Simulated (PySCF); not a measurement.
**Radial density of Re⁺ (rhenium, charge +1)**

B3LYP, [Xe] 4f14 5d5 6s1, high-spin 7S determinant. All numbers are calculated (PySCF 2.14, the spin-free X2C one-electron Hamiltonian (Gaussian nucleus), in ANO-RCC-VTZP (8s7p5d3f2g1h, 104 functions)).

| r (bohr) | 4πr²ρ (e/bohr) | 4πr²(ρα − ρβ) |
| --- | --- | --- |
| 0.0193 | 92.85 | -0.0025 |
| 0.0324 | 102.8 | 0.0054 |
| 0.0545 | 138.6 | 0.0726 |
| 0.0916 | 107.6 | 0.2344 |
| 0.154 | 127.0 | 0.1399 |
| 0.259 | 69.34 | 0.0783 |
| 0.436 | 77.94 | 0.4320 |
| 0.733 | 29.01 | 0.3159 |
| 1.23 | 12.69 | 3.0618 |
| 2.07 | 3.325 | 2.4774 |
| 3.49 | 0.5671 | 0.5600 |
| 5.87 | 0.02032 | 0.0203 |

Densities and radii are taken from the X2C orbitals without a picture-change correction, which distorts them close to the nucleus.

Spin-orbit coupling, which splits the p, d and f shells strongly at this Z, is absent.

**Question.** Where is the radial spin density 4πr²(ρα − ρβ) most negative, and why is it negative at all?

**Answer.** Around r = 0.0193 bohr, down to -0.0025 e/bohr: exchange with the open shell polarises the paired shells in an unrestricted calculation.
